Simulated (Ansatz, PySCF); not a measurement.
C5H6BN, SMILES C#CC1=CCB1N. Atoms are numbered in the order given.

```xyz
13

C      0.4005     2.9406     0.0000
C      0.0586     1.7733     0.0000
C     -0.2841     0.3998     0.0000
C     -1.4898    -0.2393     0.0000
C     -1.0501    -1.6996     0.0000
B      0.4112    -1.0122     0.0000
N      1.7234    -1.4623     0.0000
H      0.6900     3.9740     0.0000
H     -2.5045     0.1826     0.0000
H     -1.3530    -2.2760     0.8927
H     -1.3530    -2.2760    -0.8927
H      2.5173    -0.8318     0.0000
H      1.9739    -2.4439     0.0000
```
Charge 0, spin multiplicity 1.

The structure is a stationary point at B3LYP-D3(BJ)/def2-SVP. The structure was generated by enumeration, and PubChem lists no compound with its InChIKey, so it may never have been made. One conformer was computed; it need not be the lowest.

Two levels are set side by side: PBE-D3(BJ)/def2-SVP (Ansatz, a first-principles code) and B3LYP-D3(BJ)/def2-SVP (Ansatz). Each level has its own optimised geometry; the coordinates shown are those of the second. Frequencies come from the Hessian of PySCF at each geometry. Differences are taken from unrounded values.

```
quantity                            B3LYP-D3(BJ)  PBE-D3(BJ)  PBE-D3(BJ) minus B3LYP-D3(BJ)
----------------------------------  ------------  ----------  -----------------------------
mean bond length (Å)                       1.270       1.276                          0.006
bond C1–C2 (Å)                             1.216       1.229                          0.012
bond C2–C3 (Å)                             1.416       1.412                         -0.003
bond C3–C4 (Å)                             1.365       1.377                          0.012
bond C3–B6 (Å)                             1.574       1.579                          0.005
bond C4–C5 (Å)                             1.525       1.524                         -0.001
bond C5–B6 (Å)                             1.615       1.616                          0.001
bond B6–N7 (Å)                             1.387       1.394                          0.006
bond C1–H8 (Å)                             1.073       1.080                          0.007
bond C4–H9 (Å)                             1.099       1.108                          0.009
bond C5–H10 (Å)                            1.105       1.113                          0.008
bond C5–H11 (Å)                            1.105       1.113                          0.008
bond N7–H12 (Å)                            1.014       1.021                          0.007
bond N7–H13 (Å)                            1.013       1.020                          0.007
highest harmonic wavenumber (cm⁻¹)          3685        3612                            -73
mean harmonic wavenumber (cm⁻¹)             1317        1280                            -36
zero-point energy (kcal/mol)               62.12       60.40                          -1.72
```

GGA bonds tend to be longer and softer than those of functionals with exact exchange. Differences between two approximate levels are no errors against the true value.
